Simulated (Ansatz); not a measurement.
Reaction (atomization): `BOC#CS` → B• + 2 C• + 3 H• + O• + S•

Isolated molecules relaxed with PBE0-D4/def2-TZVP in Ansatz; ΔE leaves out vibrations. CCSD(T)/CBS adds triple-zeta CCSD(T) − MP2 to the extrapolated MP2 energy (def2 sets, frozen cores). This one scheme is used for every species, atoms too. Functionals use def2-TZVPP. No spin–orbit coupling; open shells (•) take unrestricted orbitals. Spin–orbit coupling would lower the free atoms: a little for B, C, O, S. Each species was taken in one conformer, which may not be the lowest.

```
         level  ΔE (kJ/mol)
        B97M-V       3192.4
        B2PLYP       3153.6
     CAM-B3LYP       3177.5
MP2/def2-QZVPP       3235.2
```

(1) What does CCSD(T)/CBS give? (An estimate is asked.)

(2) What do rigid-rotor, harmonic-oscillator terms from PBE0-D4/def2-TZVP frequencies (298.15 K, 1 bar) make of the CCSD(T)/CBS value? (Best estimate.)

Largest T1 diagnostic among the species: 0.015.

Results:

(1) Ansatz gave: +3157.3 kJ/mol. The listed levels differ from it by 35.1, -3.7, 20.2, 77.9 kJ/mol.

(2) Ansatz gave: ΔZPE = -117.4 kJ/mol, ΔH = +3069.7 kJ/mol, ΔS = 809 J/(mol·K), ΔG = +2828.6 kJ/mol. Open shells count their whole term as degenerate. Modes under 50 cm⁻¹ make the entropy rough.

From PBE to PBE0 (25 % exact exchange), in def2-TZVPP and without D4, ΔE moves by −97.8 kJ/mol: exact exchange takes away binding that semilocal exchange gives to molecules. In def2-TZVPP, CCSD(T) changes the Hartree–Fock value by +843.2 kJ/mol (the triples alone add +69.8 kJ/mol) and MP2 by +958.6 kJ/mol; breaking electron pairs costs correlation energy, which Hartree–Fock lacks. Leaving LDA and LC-ωPBE aside and taking each functional with its dispersion term where it has one, the values, not all of them listed here, spread over 262.3 kJ/mol, from BHLYP-D4 to PBE-D4. LDA lies +455.2 kJ/mol from PBE without D4, its usual overbinding.

For atomizations the MP2-based limit and the directly extrapolated one differ by several kJ/mol either way, and by 10 to 25 for some Ge, Se and Sn compounds, so smaller differences from it don't rank the levels.
